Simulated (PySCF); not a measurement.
**The electron affinity along the 5p block**

All values are computed (PySCF 2.14, energy differences of UHF-based or UKS calculations, no spin-orbit coupling). Values in eV. The last column holds reference values (measured affinities from photodetachment; the arrow runs from anion to atom). Unmarked ones compare directly (S terms, centres of terms, or small fine structure); those marked * lie between the lowest fine-structure levels and include a spin-orbit shift.

| element | configurations | SCS-MP2 (valence) | CCSD (valence) | LDA | r2SCAN | MP2 (valence and next inner shell) | SCS-MP2 (valence and next inner shell) | reference |
| --- | --- | --- | --- | --- | --- | --- | --- | --- |
| In (def2-QZVPPD with the def2 core potential (28 electrons), ECP) | [Kr] 4d10 5s2 5p2 → [Kr] 4d10 5s2 5p1 | 0.235 | 0.337 | 0.548 | 0.498 | 0.319 | 0.222 | 0.384 * |
| Sn (def2-QZVPPD with the def2 core potential (28 electrons), ECP) | [Kr] 4d10 5s2 5p3 → [Kr] 4d10 5s2 5p2 | 1.207 | 1.325 | 1.497 | 1.478 | 1.395 | 1.233 | 1.112 * |
| Sb (def2-QZVPPD with the def2 core potential (28 electrons), ECP) | [Kr] 4d10 5s2 5p4 → [Kr] 4d10 5s2 5p3 | 0.650 | 0.696 | 1.107 | 0.856 | 0.583 | 0.637 | 1.047 * |
| Te (def2-QZVPPD with the def2 core potential (28 electrons), ECP) | [Kr] 4d10 5s2 5p5 → [Kr] 4d10 5s2 5p4 | 1.914 | 1.909 | 2.316 | 2.029 | 1.954 | 1.943 | 1.971 * |
| I (def2-QZVPPD with the def2 core potential (28 electrons), ECP) | [Xe] → [Kr] 4d10 5s2 5p5 | 3.200 | 3.158 | 3.504 | 3.258 | 3.345 | 3.259 | 3.059 * |

The highest occupied level of the anion is positive for In⁻ at LDA, r2SCAN; Sn⁻ at LDA, r2SCAN; Sb⁻ at LDA, r2SCAN; Te⁻ at LDA, r2SCAN, so there the basis helps to hold the electron.

"Valence" correlates the outer s and p shells and, in groups 3 to 12 and the f block, the outer d or f shell, open or full, or the next shell where the ion has no valence electron left; the wider scheme adds the next inner shell.
